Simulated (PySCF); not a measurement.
**Question.** Write Cartesian coordinates for `[SiH3][CH2][GeH3]` as optimised with PBE0-D3(BJ)/def2-SVP.

**Answer.** 
```
atom  x, y, z in Å
Si1    1.5883    0.7009   -0.0354
C2     0.3955   -0.7487   -0.1340
Ge3   -1.4888   -0.2690    0.1085
H4     3.0043    0.2485   -0.2050
H5     1.2799    1.6987   -1.1064
H6     1.4670    1.3838    1.2900
H7     0.6636   -1.4932    0.6338
H8     0.5030   -1.2410   -1.1146
H9    -1.9108    0.7590   -0.9581
H10   -1.6953    0.3503    1.5040
H11   -2.3786   -1.5202   -0.0227
```

Orientation and origin are arbitrary. Atoms count from 1 in this order. Ge3 (germanium bonded to C and 3 H) is tetrahedral (angles from 108.8° to 110.2°). Si1 (SiH3 silicon) is tetrahedral (angles from 108.3° to 111.2°).

Bonds between heavy atoms (Å): Si1–C2 1.880, C2–Ge3 1.960.

Method used: PBE0-D3(BJ)/def2-SVP geometry optimisation, gas phase in PySCF 2.14.0.

No PBE0-D3(BJ)/def2-SVP frequencies stand behind this structure, so it isn't proved a minimum.
